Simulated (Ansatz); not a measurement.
`N#[C][Al]([F])[F]` + `C[SiH](F)[SeH]` → `[F][Al]([F])[SeH]` + `C[SiH](F)C#N` at 600 K and 1 bar (redistribution).

Gas-phase electronic energies from Ansatz, PBE0-D4/def2-TZVP geometries. CCSD(T)/CBS adds triple-zeta CCSD(T) − MP2 to the extrapolated MP2 energy (def2 sets, frozen cores). For Se outer-core shells are correlated without core-valence functions, which leaves a few kJ/mol of doubt a bond. Scalar relativity is left out up to krypton. One conformer a species, not always the lowest.

```tsv
species	CCSD(T)/CBS energy (Eh)	H − E (kJ/mol)	S (J/(mol·K))
`N#[C][Al]([F])[F]`	-534.51064	79.0	376.6
`C[SiH](F)[SeH]`	-2830.74610	206.3	427.1
`[F][Al]([F])[SeH]`	-2843.11067	79.5	389.3
`C[SiH](F)C#N`	-522.15876	206.2	416.5
```

H − E and S are ideal-gas, rigid-rotor, harmonic terms from PBE0-D4/def2-TZVP, for one conformer and one mirror image of each species. 1 Eh = 2625.50 kJ/mol, R = 8.31446 J/(mol·K).

By hand: ΔE, ΔH, ΔS and ΔG.

ΔE = (-2843.11067) + (-522.15876) − (-534.51064) − (-2830.74610) = -0.01269 Eh = -33.3 kJ/mol. Δ(H − E) = 79.5 + 206.2 − 79.0 − 206.3 = 0.4, so ΔH = -32.9 kJ/mol. ΔS = 389.3 + 416.5 − 376.6 − 427.1 = 2.1 J/(mol·K). ΔG = -32.9 − 600 × (2.1)/1000 = -34.2 kJ/mol.

By hand: the equilibrium constant, and the temperature at which ΔG would vanish if ΔH and ΔS stayed fixed.

log₁₀ K = −ΔG/(RT ln 10) = 3.0. ΔH and −TΔS have one sign here, so there is no such temperature.

The number of gas molecules stays the same, so ΔS is small and ΔH decides. A doubt of 5 kJ/mol in ΔE shifts log₁₀ K by 0.4 here. Other conformers and mirror images would add mixing entropy, several J/(mol·K) or more a flexible species. These are equilibria of isolated gas molecules and say nothing of rates. Largest T1 diagnostic: 0.014 (customary marks: 0.02 for closed shells, 0.045 for open ones).

ΔS is within the doubt of such terms, so its sign, and with it that verdict, could turn.
